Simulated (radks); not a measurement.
Question: Neutral strontium, [Kr] 5s2. All-electron calculation, non-relativistic Kohn-Sham, exchange-only LDA, spin-polarised, spherical densities, point nucleus. Program: a radial shooting solver on a logarithmic mesh with Libxc functionals. Every spin shell is full or empty, so the densities are truly spherical. Functionals are evaluated on that one density, not self-consistently. Rank these orbital-free kinetic functionals by their error against the exact value of the orbitals, and give that value: Thomas-Fermi, von Weizsacker, TF + vW, TF + vW/9, TF + vW/5, LC94, Perdew 92, Thakkar, Pearson, LKT, PG1, DePristo-Kress, Ernzerhof.

Answer: Exact: 3126.00 hartree. From best to worst, with 100 (|E| - |E exact|)/|E exact| (equal figures are ties): LC94 +0.05, DePristo-Kress -0.08, Ernzerhof -0.39, Thakkar -0.49, Perdew 92 -0.70, TF + vW/9 -0.71, Pearson -1.03, TF + vW/5 +3.33, Thomas-Fermi -5.77, PG1 +16.80, LKT +21.29, TF + vW +39.71, von Weizsacker -54.52.
